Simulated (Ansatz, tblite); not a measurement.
Forces on B5H3 at its PBE-D4/def2-SVP geometry. Charge 0, multiplicity 1.

The xTB rows come from tblite. Another isomer (singlet) lies 0.33 eV lower at PBE0-D4/def2-TZVP; other spin states weren't run for this one.

GFN1-xTB (tblite), largest force 2.95 eV/Å:

```xyz
8
positions Å, forces eV/Å
B     0.424    0.944    1.145   -0.473    0.342    0.562
B     1.291   -0.581   -1.059   -0.008    0.558    0.736
B    -0.153   -0.103   -0.104   -2.122   -1.460   -1.439
B     1.489    0.374    0.152    0.623   -0.243   -0.459
B    -1.112    0.703    1.181    0.913    0.065   -0.123
H     1.378   -1.297   -2.019    0.245    0.482    0.576
H    -2.291    0.664    1.402    0.755    0.209    0.100
H    -1.026   -0.704   -0.698    0.068    0.048    0.046
```

GFN2-xTB (tblite), largest force 1.61 eV/Å:

```
B -0.584 -0.537 -0.572
B 0.270 0.638 0.780
B -1.161 -0.799 -0.787
B -0.803 -0.420 -0.367
B 1.011 0.242 0.089
H 0.029 0.513 0.666
H 0.833 0.083 -0.084
H 0.405 0.279 0.275
```

PBE-D4/def2-TZVP (Ansatz), largest force 0.44 eV/Å:

```
B -0.197 -0.258 -0.294
B 0.012 0.067 0.085
B -0.090 -0.062 -0.060
B -0.396 -0.151 -0.108
B 0.108 0.015 -0.004
H -0.024 0.228 0.303
H 0.373 0.015 -0.068
H 0.215 0.147 0.146
```
